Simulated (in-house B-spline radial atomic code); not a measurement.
Values are calculated unless marked as measured or tabulated.
## Building a PAW s channel for Ca, r_c = 3.1 bohr

Ca, [Ar] 4s2, non-relativistic PBE, spherical and spin-unpolarised, from a B-spline radial code for spherical atoms (atomic units; all potentials screened as in the neutral atom).

Two all-electron partial waves φ1, φ2 are integrated outwards at E1 = ε(4s) = -0.137931 and E2 = E1 + 2 hartree; φ1 is the bound orbital and φ2 has unit norm inside r_c = 3.1004 bohr. Smooth partners are polynomials, r^1(a0 + a1 r² + a2 r⁴ + a3 r⁶), matched to φ and three derivatives at r_c, with no condition on the norm. The local potential is -2.72887 + (0.714726) r² + (-0.0738867) r⁴ + (0.00262451) r⁶ inside 2.6604 bohr and the all-electron one outside.

```csv
wave,φ(r_c),φ'(r_c),a0,a1,a2,a3
1,0.5405085,0.06301708,0.1021977,0.02936506,-0.003165378,9.271142e-05
2,0.9389686,0.5967106,-2.793667,0.7571606,-0.05859196,0.001387319
```

Inside r_c the overlaps are <φi φj> = [[0.27984, -0.06584], [-0.06584, 1.00000]] and, for the smooth waves, [[0.30210, -0.47782], [-0.47782, 6.13750]]. With χj = (Ej − T − V_local) applied to smooth wave j, the program's quadrature gives the matrix B_ij = <smooth i, χj> as [[0.12821, -1.76517], [-0.94121, 16.84010]].

Check the match of the first wave, and find the augmentation charges q_ij.

At r_c the four terms are 0.31685, 0.87515, -0.90681, 0.25530, which sum to 0.5405, φ1(r_c) to rounding. q_ij is the all-electron overlap less the smooth one: [[-0.02225, 0.41198], [0.41198, -5.13750]]. The smooth first wave has a norm of 0.3021 inside r_c against 0.2798, so q11 is negative and must stay small enough for the overlap operator to be positive.

B isn't symmetric. Show that D_ij = B_ij + Ej q_ij is.

Integrating by parts gives B12 − B21 = (E1 − E2) q12: -1.76517 − (-0.94121) = -0.82396, and −2 × (0.41198) = -0.82396. So D12 = -1.76517 + (1.862069)(0.41198) = -0.99803 and D21 = -0.94121 + (-0.137931)(0.41198) = -0.99804; D11 = 0.13128, D22 = 7.27372. The projectors, p = (B⁻¹)ᵀ χ, are dual to the smooth waves; det B = 0.5.

Solving (T + V_local + Σ p D p) ψ = E (1 + Σ p q p) ψ in a sphere of 9 bohr, whose wall lifts the free-atom level a little, gives these levels:

| all-electron | one projector | two projectors |
| --- | --- | --- |
| -0.134845 | -0.134847 | -1.934460 |
| 0.132386 | -0.056185 | -0.134845 |
| 0.515363 | 0.138366 | 0.132212 |
| 1.056900 | 0.528991 | 0.514435 |
| 1.745950 | 1.069930 | 1.055600 |

What does the second projector gain?

With one projector the errors are 0.00 millihartree, and the level at -0.0562 is out of step with the all-electron series: an extra state, or one far too low, so the pairing ends there; skipping it, the next levels are off by +6.0, +13.6, +13.0 millihartree. With two a ghost lies below the reference level, so the set fails. The lowest eigenvalue of the overlap operator is 0.7886 with one and 0.01646 with two projectors. The smooth orbital alone needs a cutoff of 1.55 hartree for 1 millihartree of kinetic energy, against 1.84 for a norm-conserving Troullier-Martins orbital of the same radius, which is no gain while the set fails.
